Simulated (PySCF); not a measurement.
**Exercise with solution: dipole moment from atomic charges**

Al(F)2(OH) (AlF₂HO), SMILES [OH][Al]([F])[F]. Atoms are numbered in the order given.

```xyz
5

Al    -0.0062    -0.0131     0.0000
F      1.5597    -0.5379     0.0000
F     -1.2072    -1.1410     0.0000
O     -0.4120     1.6164     0.0000
H      0.2045     2.3494     0.0000
```

Geometry optimised at PBE0-D3(BJ)/def2-SVP. The values are those of a single conformer.

Charges (e) from CAM-B3LYP/def2-TZVPD (PySCF):

```json
[
 {"atom": "Al1", "IAO": "1.597", "ESP fit": "1.360"},
 {"atom": "F2", "IAO": "-0.573", "ESP fit": "-0.497"},
 {"atom": "F3", "IAO": "-0.569", "ESP fit": "-0.449"},
 {"atom": "O4", "IAO": "-0.837", "ESP fit": "-0.815"},
 {"atom": "H5", "IAO": "0.383", "ESP fit": "0.400"}
]
```

The dipole moment of the full density is 2.04 D.

Q: What dipole moment does each set of point charges give, and which comes closer to that of the density?

A: 
μ = Σ q r, and 1 e Å = 4.8032 D.
IAO: Σ q r = (0.206, 0.483, 0.000) e Å, |μ| = 2.52 D.
ESP fit: Σ q r = (0.176, 0.384, 0.000) e Å, |μ| = 2.03 D.
ESP fit comes closer in size. Point charges leave out the atoms' own dipoles (lone pairs, polarised bonds); fits to the potential absorb them, partitions of the density don't.
